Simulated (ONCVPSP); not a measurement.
# Transferability test, ONCV potential for nitrogen

ONCVPSP 4.0.1 input, shortened (lines: element, Z, core and valence counts, functional; n l f; lmax; l rc ep ncon nbas qcut; lloc lpopt rc5 dvloc0; l nproj debl; icmod fcfact rcfact), PW91, fully relativistic:

```
  N 7.00    1    2  -109134      upf
    1    0    2.00
    2    0    2.00
    2    1    3.00
    2
    0    0.80    0.00    4    7    9.00
    1    2.25    0.00    4    8    6.20
    2    2.05    0.20    4    7    4.50
    0    5    0.80    0.00
    0    0    1.40
    1    1    1.40
    2    2    1.00
    3    3.25    1.35
```

Open shells are filled in proportion to 2j + 1.

Energies are relative to the spin-unpolarised reference configuration 2s2 2p3; without spin polarisation the order of configurations can differ from experiment.

```json
{"valence configuration": "2s2 2p2", "charge": "+1", "ΔE all-electron (eV)": "13.672", "error AE − PS (meV)": "+80"}
{"valence configuration": "2s2 2p1", "charge": "+2", "ΔE all-electron (eV)": "42.626", "error AE − PS (meV)": "+688"}
{"valence configuration": "2s2 2p0", "charge": "+3", "ΔE all-electron (eV)": "89.815", "error AE − PS (meV)": "+2691"}
{"valence configuration": "2s0 2p5", "charge": "0", "ΔE all-electron (eV)": "22.992", "error AE − PS (meV)": "-71"}
```
